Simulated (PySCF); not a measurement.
# What a mistake does to a calculation on BGeH6NSi

Calculated results; nothing here was measured. The program is PySCF 2.14.0, an open-source quantum chemistry code, run on an isolated molecule that a program drew, which may never have been made. The molecule is BGeH6NSi (charge 0, singlet), drawn as the SMILES string `[BH2][Ge](=[NH])[SiH3]`.

Each row is a Hartree-Fock (HF) and frozen-core CCSD(T) single point in the cc-pV(D+d)Z basis, meant for a local HF minimum. Run 1 is clean. Each other run has one planted mistake out of seven kinds, and not every kind appears here: one electron removed, one electron added, multiplicity raised by two, geometry at a saddle point, minimal basis STO-3G, one bond length entered in bohr, all coordinates scaled. The reference is restricted for singlets and unrestricted otherwise, and also for a bond in bohr. Adding or removing an electron swaps singlet and doublet. Electrons count all cores. HOMO and LUMO are orbital energies over both spins, the gradient is its largest component, and the lowest frequency (negative if imaginary) is given only where the gradient is small. Bond lengths are over the 9 bonds as drawn. T1 is the CCSD diagnostic: over 0.02 (restricted) or 0.045 (unrestricted) a single reference is doubtful. Germanium has the cc-pVDZ-PP basis, with a core potential (ECP10MDF) in place of its 10 inner electrons, and its 3s, 3p and 3d shells are frozen in CCSD(T).

Geometry of the clean run:
```xyz
10
BGeH6NSi, angstrom
B    -0.9568   -1.1252    1.1363
Ge    0.4304   -0.0069    0.0508
N     0.5383    1.6838   -0.0423
Si    2.1054   -1.1517   -1.2424
H    -2.0090   -1.4273    0.6517
H    -0.7064   -1.4886    2.2493
H    -0.1671    2.1622    0.5025
H     1.4496   -2.0311   -2.2394
H     2.9506   -0.1499   -1.9203
H     2.9289   -2.0006   -0.3489
```

```
run  electrons  basis functions  <S^2>  HOMO (eV)  LUMO (eV)  gradient (hartree/bohr)  lowest frequency (cm^-1)  mean bond (Å)  longest bond (Å)      T1  HF (hartree)  CCSD(T) (hartree)                          mistake
  1         64              104  0.000      -9.38       0.74                  6.3e-06                        33         1.5595             2.406  0.0210    -664.85238         -665.37508                         no fault
  2         64              104  0.000      -9.47       0.76                  1.2e-02                         -         1.5392             2.375  0.0206    -664.85077         -665.37076           all coordinates scaled
  3         65              104  1.095      -1.39       6.51                  4.8e-02                         -         1.5595             2.406  0.0487    -664.86525         -665.39898               one electron added
  4         64              104  1.040      -8.06       0.41                  3.2e-02                         -         1.6779             2.406  0.0825    -664.73555         -665.25638  one bond length entered in bohr
  5         63              104  0.756     -15.57      -6.40                  1.0e-01                         -         1.5595             2.406  0.0167    -664.59091         -665.04657                                ?
```

**Which mistake was planted in run 5, and what did it cost?**

It counts 63 electrons, one fewer than the clean run, at the same geometry and basis. So the mistake is: one electron removed. Subtracting run 1 and multiplying by 627.51 kcal/mol a hartree, the energy moved by 164.1 kcal/mol in HF and 206.1 kcal/mol in CCSD(T).

Cautions from the logs. Run 1: T1 is over the limit, so its CCSD(T) energy is less reliable; run 2: T1 is over the limit, so its CCSD(T) energy is less reliable; run 3: T1 is over the limit, so its CCSD(T) energy is less reliable; run 4: T1 is over the limit, so its CCSD(T) energy is less reliable.
